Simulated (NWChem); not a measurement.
System: C₅H₇O, doublet; SMILES [CH]1CCCC1=O

The following NWChem deck was run.

```
start job
memory heap 200 mb stack 900 mb global 1100 mb
geometry units angstroms noautoz
  O     -0.027467     2.135662     0.083801
  C     -0.030751     0.916773     0.011340
  C     -1.191737     0.054974     0.037364
  C     -0.807007    -1.369602    -0.105214
  C      0.705346    -1.381122     0.201470
  C      1.195833     0.022012    -0.160560
  H     -2.211592     0.441338     0.096972
  H     -1.392664    -2.047286     0.538423
  H     -1.005948    -1.707774    -1.143842
  H      0.850602    -1.556204     1.279536
  H      1.238071    -2.183487    -0.328414
  H      1.510741     0.086622    -1.217521
  H      2.037660     0.387517     0.444703
end
basis spherical
  * library 6-31g*
end
dft
  odft
  mult 2
  xc xtpss03 ctpss03
  iterations 200
end
task dft gradient
```

NWChem printed, in part:

```
             Northwest Computational Chemistry Package (NWChem) 7.3.0
             --------------------------------------------------------

 C1  symmetry detected

                             Geometry "geometry" -> ""
                             -------------------------

 Output coordinates in angstroms (scale by  1.889725989 to convert to a.u.)

  No.       Tag          Charge          X              Y              Z
 ---- ---------------- ---------- -------------- -------------- --------------
    1 O                    8.0000    -0.03915658     2.13679606     0.06286286
    2 C                    6.0000    -0.03614054     0.91741780    -0.00084999
    3 C                    6.0000    -1.19293558     0.05006182     0.02711642
    4 C                    6.0000    -0.80063591    -1.37356764    -0.10381328
    5 C                    6.0000     0.71061197    -1.37536479     0.20847824
    6 C                    6.0000     1.19548340     0.02756153    -0.16182658
    7 H                    1.0000    -2.21490348     0.43176420     0.08021409
    8 H                    1.0000    -1.38530634    -2.04952685     0.54252869
    9 H                    1.0000    -0.99406150    -1.72016023    -1.14070578
   10 H                    1.0000     0.85274791    -1.54199113     1.28829876
   11 H                    1.0000     1.24925574    -2.17884636    -0.31367388
   12 H                    1.0000     1.51397141     0.08616079    -1.21806499
   13 H                    1.0000     2.03324886     0.40157880     0.44387137

 Effective nuclear repulsion energy (a.u.)     225.6324191824

                                 NWChem DFT Module
                                 -----------------

 Summary of "ao basis" -> "ao basis" (spherical)
 ------------------------------------------------------------------------------
       Tag                 Description            Shells   Functions and Types
 ---------------- ------------------------------  ------  ---------------------
 O                           6-31g*                  6       14   3s2p1d
 C                           6-31g*                  6       14   3s2p1d
 H                           6-31g*                  2        2   2s

            General Information
            -------------------
          SCF calculation type: DFT
          Wavefunction type:  spin polarized.
          No. of atoms     :    13
          No. of electrons :    45
           Alpha electrons :    23
            Beta electrons :    22
          Charge           :     0
          Spin multiplicity:     2
          Use of symmetry is: off; symmetry adaption is: off
          Maximum number of iterations: 200
          AO basis - number of functions:    98
                     number of shells:    50
          Convergence on energy requested:  1.00D-06
          Convergence on density requested:  1.00D-05
          Convergence on gradient requested:  5.00D-04

              XC Information
              --------------
                  TPSS metaGGA Exchange Functional  1.000
             TPSS03 metaGGA Correlation Functional  1.000

             Grid Information
             ----------------
          Grid used for XC integration:  medium
          Radial quadrature: Mura-Knowles
          Angular quadrature: Lebedev.
          Tag              B.-S. Rad. Rad. Pts. Rad. Cut. Ang. Pts.
          ---              ---------- --------- --------- ---------
          O                   0.60       49          11.0       434
          C                   0.70       49           9.0       434
          H                   0.35       45          11.0       434
          Grid pruning is: on
          Number of quadrature shells:   609
          Spatial weights used:  Erf1

      Superposition of Atomic Density Guess
      -------------------------------------

 Sum of atomic energies:        -266.54325075

      Non-variational initial energy
      ------------------------------

 Total energy =    -270.290546
 1-e energy   =    -807.080877
 2-e energy   =     311.157912
 HOMO         =      -0.184395
 LUMO         =       0.081438

   convergence    iter        energy       DeltaE   RMS-Dens  Diis-err
 ---------------- ----- ----------------- --------- --------- ---------
 d= 0,ls=0.0,diis     1   -269.8164290105 -4.95D+02  1.68D-02  2.54D-01
                                                     1.44D-02  2.60D-01
 d= 0,ls=0.0,diis     2   -268.4192704806  1.40D+00  1.43D-02  3.33D+00
                                                     1.35D-02  2.52D+00
 d= 0,ls=0.0,diis     3   -269.9460240517 -1.53D+00  2.83D-03  3.27D-02
                                                     1.88D-03  2.30D-02
 d= 0,ls=0.0,diis     4   -269.9507566018 -4.73D-03  1.25D-03  2.00D-02
                                                     1.23D-03  2.07D-02
 d= 0,ls=0.0,diis     5   -269.9616481769 -1.09D-02  2.55D-04  4.18D-04
                                                     1.51D-04  2.18D-04
  Resetting Diis
 d= 0,ls=0.0,diis     6   -269.9618679959 -2.20D-04  8.78D-05  4.62D-05
                                                     9.76D-05  5.11D-05
 d= 0,ls=0.0,diis     7   -269.9618990783 -3.11D-05  9.04D-05  1.64D-05
                                                     9.08D-05  1.97D-05
 d= 0,ls=0.0,diis     8   -269.9618875977  1.15D-05  5.92D-05  4.79D-05
                                                     6.09D-05  4.77D-05
 d= 0,ls=0.0,diis     9   -269.9619085954 -2.10D-05  1.85D-05  7.39D-06
                                                     1.67D-05  5.23D-06
 d= 0,ls=0.0,diis    10   -269.9619112100 -2.61D-06  6.89D-06  1.12D-07
                                                     9.83D-06  3.46D-07
 d= 0,ls=0.0,diis    11   -269.9619115092 -2.99D-07  3.49D-06  7.17D-08
                                                     3.04D-06  4.33D-08

         Total DFT energy =     -269.961911509155
      One electron energy =     -811.720576013799
           Coulomb energy =      354.554359172471
    Exchange-Corr. energy =      -38.428113850248
 Nuclear repulsion energy =      225.632419182421

 Numeric. integr. density =       45.000040429722

                    DFT Final Alpha Molecular Orbital Analysis
                    ------------------------------------------

 Vector   21  Occ=1.000000D+00  E=-2.988516D-01
              MO Center=  6.0D-01, -3.8D-02,  2.5D-02, r^2= 4.0D+00
   Bfn.  Coefficient  Atom+Function         Bfn.  Coefficient  Atom+Function
  ----- ------------  ---------------      ----- ------------  ---------------
     5      0.320178   1 O  pz               61      0.253478   5 C  pz
    75     -0.251532   6 C  pz                9      0.203847   1 O  pz
    91      0.187896  10 H  s                92      0.186988  10 H  s
    95      0.179352  12 H  s                96      0.174367  12 H  s
    79     -0.141226   6 C  pz               65      0.138734   5 C  pz

 Vector   22  Occ=1.000000D+00  E=-1.994665D-01
              MO Center= -7.8D-01,  3.7D-01, -6.9D-03, r^2= 2.7D+00
   Bfn.  Coefficient  Atom+Function         Bfn.  Coefficient  Atom+Function
  ----- ------------  ---------------      ----- ------------  ---------------
    33      0.486071   3 C  pz               37      0.401784   3 C  pz
     5     -0.323874   1 O  pz                9     -0.240717   1 O  pz
    90      0.191775   9 H  s                89      0.135431   9 H  s
    76     -0.124227   6 C  s                88     -0.123457   8 H  s
    47     -0.113693   4 C  pz                3      0.110028   1 O  px

 Vector   23  Occ=1.000000D+00  E=-1.934401D-01
              MO Center= -2.9D-02,  1.4D+00,  1.9D-02, r^2= 2.3D+00
   Bfn.  Coefficient  Atom+Function         Bfn.  Coefficient  Atom+Function
  ----- ------------  ---------------      ----- ------------  ---------------
     3      0.562220   1 O  px                7      0.398538   1 O  px
    34      0.257956   3 C  s                76     -0.228499   6 C  s
    74     -0.176039   6 C  py               32      0.169011   3 C  py
    73      0.158754   6 C  px               77      0.131759   6 C  px
    31      0.128069   3 C  px               17     -0.126739   2 C  px

[...]

                         DFT ENERGY GRADIENTS

    atom               coordinates                        gradient
                 x          y          z           x          y          z
   1 O      -0.073995   4.037959   0.118794   -0.000006  -0.032028  -0.001515
   2 C      -0.068296   1.733668  -0.001606    0.002756   0.021710   0.000103
   3 C      -2.254321   0.094603   0.051243    0.007634  -0.004194  -0.001265
   4 C      -1.512982  -2.595666  -0.196179    0.008665   0.007823   0.003276
   5 C       1.342862  -2.599063   0.393967   -0.007086   0.008555  -0.004733
   6 C       2.259136   0.052084  -0.305808   -0.010610  -0.003616   0.003648
   7 H      -4.185561   0.815916   0.151583   -0.002095   0.001585   0.000172
   8 H      -2.617849  -3.873044   1.025231   -0.000925  -0.000667   0.000506
   9 H      -1.878504  -3.250631  -2.155621   -0.000656   0.000207  -0.000868
  10 H       1.611460  -2.913941   2.434532    0.000370  -0.000392   0.001417
  11 H       2.360751  -4.117423  -0.592758    0.000936  -0.001129  -0.000333
  12 H       2.860991   0.162820  -2.301809   -0.000028   0.000909  -0.001171
  13 H       3.842283   0.758874   0.838795    0.001046   0.001237   0.000764
```

Level: TPSS/6-31G* (spherical d), spin-unrestricted. Geometry: optimised at PBE0/def2-SVP, spin-unrestricted. No frequency run checked for a minimum. No stability test was run on the SCF state.
